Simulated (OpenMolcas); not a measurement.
# Co2+, Rh2+, Ir2+: d7 down the group

```
Program             : OpenMolcas
Method              : CASSCF
Basis               : ANO-RCC-VTZP
Scalar Hamiltonian  : DKH2, point nucleus
Spin-orbit coupling : RASSI with atomic mean-field integrals over the reference wave functions, term energies averaged over their components
```

Active space for each ion: 7 electrons in 6 orbitals (d s).

Computed levels in cm-1 above 4F 9/2:

```tsv
Level	Co2+	Rh2+	Ir2+
4F 7/2	930	2188	7808
4F 5/2	1615	3623	9905
4P 5/2	20230	14949	13522
2G 9/2	20256	15950	18145
4P 1/2	20980	16496	18015
2G 7/2	21148	18101	23203
2H 11/2	26937	21359	24843
2H 9/2	27725	23495	32567
2P 1/2	27730	23106	30639
weight of 4F in the lowest level (%)	100	98	87
```

Mixed levels, with the weight of the term that names them: Ir2+ 4F 5/2 (69 %), Ir2+ 4P 5/2 (68 %), Ir2+ 2G 9/2 (66 %), Ir2+ 4P 1/2 (60 %), Ir2+ 2H 9/2 (74 %), Ir2+ 2P 1/2 (71 %).

Measured, with the error of the calculation in %. Measured levels: Co2+ from Sugar and Corliss, J. Phys. Chem. Ref. Data 10, 1097 (1981); Rh2+ from the list in Shadmi, J. Res. Natl. Bur. Stand. 70A, 435 (1966).

| Level | Co2+ | Rh2+ |
| --- | --- | --- |
| 4F 7/2 | 841 (+10.5) | 2148 (+1.9) |
| 4F 5/2 | 1451 (+11.2) | 3486 (+3.9) |
| 4P 5/2 | 15202 (+33.1) | 11062 (+35.1) |
| 2G 9/2 | 16978 (+19.3) |  |
| 4P 1/2 | 15811 (+32.7) |  |
| 2G 7/2 | 17766 (+19.0) |  |
| 2H 11/2 | 22720 (+18.6) |  |
| 2H 9/2 | 23434 (+18.3) |  |

The fine-structure level 4F 5/2 changes by a factor of 6.13 from Co2+ to Ir2+.

Without spin-orbit coupling 4P lies 19621, 13551, 9351 cm-1 above 4F in that order; the difference to the level 4P 5/2, of either sign, comes from spin-orbit coupling, which also lowers the zero.

Without dynamic correlation excited terms often stand tens of per cent too high (terms of higher spin than the ground term too low), and those without a measured partner can miss by more than the paired ones. Terms from blocks run as CI alone lack orbitals of their own. Some high roots are left out of the spin-orbit mixing, which shifts the levels that they would mix with (holds for Ir2+). Configurations are named by rounded mean occupations; where the s occupation lies near a half they are strongly mixed, a name can repeat and a true partner stay unpaired (holds for Ir2+). Computed and measured levels are paired by configuration, term and J; levels that our copy of the source lacks, or whose pairing is in doubt (as where it misses far off the trend of its configuration), stay unpaired and out of the deviations. Only configurations of the active space appear.
